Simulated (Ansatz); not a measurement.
Consider the ligand exchange at the Si–O bond: `O[Si](O)(O)[O][Al]([F])[Cl]` + H₂Te → `O[Si](O)(O)[TeH]` + `[OH][Al]([F])[Cl]`.

Gas-phase electronic energies from Ansatz, PBE0-D4/def2-TZVP geometries. CCSD(T)/CBS adds triple-zeta CCSD(T) − MP2 to the extrapolated MP2 energy (def2 sets, frozen cores). This one scheme is used for every species. DFT in def2-TZVPP. Elements past krypton have def2 core potentials. For Te outer-core shells are correlated without core-valence functions, which leaves a few kJ/mol of doubt a bond. Each species was taken in one conformer, which may not be the lowest.

| level | ΔE (kJ/mol) |
| --- | --- |
| ωB97X-V | 87.4 |
| B2PLYP | 89.8 |
| MP2/def2-QZVPP | 79.2 |
| MP2/CBS(def2) | 74.8 |

Q: What does CCSD(T)/CBS give? (An estimate is asked.)

A: The calculation gave: +85.1 kJ/mol. The listed levels differ from it by 2.3, 4.7, -5.9, -10.3 kJ/mol.

Largest T1 diagnostic among the species: 0.012.

In def2-TZVPP, CCSD(T) changes the Hartree–Fock value by −22.7 kJ/mol (the triples alone add −4.9 kJ/mol) and MP2 by −32.9 kJ/mol. From PBE to PBE0 (25 % exact exchange), in def2-TZVPP and without D4, ΔE moves by +9.9 kJ/mol.
